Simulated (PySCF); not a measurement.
Species: C4H11SSi2 (doublet state).
Geometry (GFN2-xTB, Å), atoms numbered from 1 in this order:
```
atom  x, y, z in Å
Si1    1.9503    1.6029    0.0391
C2     0.4327    0.5970    0.4474
C3    -0.9196    1.0969    0.0701
C4    -1.5716    0.2183   -1.0160
S5    -2.0993   -1.4046   -0.4115
C6    -0.4877   -2.1836   -0.1453
Si7    0.4936   -1.1308    1.1244
H8     2.6959    1.8888    1.2693
H9     1.5281    2.8592   -0.5903
H10    2.8384    0.8845   -0.8844
H11   -0.8703    2.1180   -0.3187
H12   -1.5914    1.0954    0.9349
H13   -0.8827    0.0673   -1.8474
H14   -2.4822    0.6917   -1.3833
H15   -0.7030   -3.1829    0.2219
H16    0.0116   -2.2684   -1.1085
H17    1.8609   -1.6484    1.1848
H18   -0.2125   -1.2951    2.4019
```

The hyperfine couplings belong to this conformer and change with its torsions.

As a line formula: `[SiH3][C]1CCSC[SiH2]1` [radical].

Computed with PySCF 2.14.0, UKS B3LYP, pcH-1 on C H S Si, non-relativistic, mean-field spin-orbit, GIAO. Isolated species at its GFN2-xTB geometry (one conformer only). GFN2-xTB frequencies show an imaginary mode (38i cm⁻¹), so this geometry is no minimum at that level. A GFN2-xTB geometry isn't a minimum of the functional, and hyperfine couplings can be far from their values at a DFT geometry. No stability test was run, so a lower SCF solution isn't excluded.

(1) The isotropic 29Si couplings are +44.8, +41.6 MHz. Assign them to Si1; Si7.

(2) The isotropic 13C couplings are +76.3, +57.4, -26.5, +24.3 MHz. Assign them to C2; C3; C4; C6.

Results:

(1) 
```tsv
site	a_iso (MHz)	ρ(0) (bohr⁻³)	position	distance from C2 (Å)	spin population	largest |T| (MHz)
Si1	+44.8	-0.0505	1 bond from C2	1.87	-0.05	2.1
Si7	+41.6	-0.0469	1 bond from C2	1.86	-0.03	2.2
```

(2) 
```
site  a_iso (MHz)  ρ(0) (bohr⁻³)                 position  distance from C2 (Å)  spin population  largest |T| (MHz)
  C2        +76.3        +0.0680  largest spin population                  0.00            +0.94              137.0
  C3        -26.5        -0.0236           1 bond from C2                  1.49            -0.08                2.8
  C4        +57.4        +0.0510          2 bonds from C2                  2.51            +0.04               11.1
  C6        +24.3        +0.0216          2 bonds from C2                  2.99            +0.03                7.4
```

ρ(0) is the spin density at the nucleus and T the dipolar tensor; a_iso includes a spin–orbit part; entries for several nuclei are means. Largest spin populations (Mulliken): C2 (+0.94) and C3 (-0.08). C2 is the only atom above +0.15. The positive populations add up to 1.16 and the negative ones to -0.16, together 2S = 1. The angles at C2 add up to 359.6°, so it is planar.

The spin density at the nucleus, in bohr⁻³, is negative for Si1 (-0.0505), Si7 (-0.0469) and C3 (-0.0236), for instance. A restricted open-shell determinant has no negative spin density anywhere; here it arises because α and β orbitals differ (spin polarisation).

Nuclei that the bonding pattern makes equivalent are averaged, as if the motion that swaps them (rotation, inversion, ring flip) were fast. The three 1H nuclei of mean +42.3 MHz run from -1.3 to 65.2 MHz in the frozen geometry. The 1H value of +41.0 MHz is a mean of couplings from 3.9 to 78.1 MHz in this one geometry, not an average over conformers. The 1H value of +21.8 MHz is a mean of couplings from -2.5 to 46.0 MHz in this one geometry, not an average over conformers.
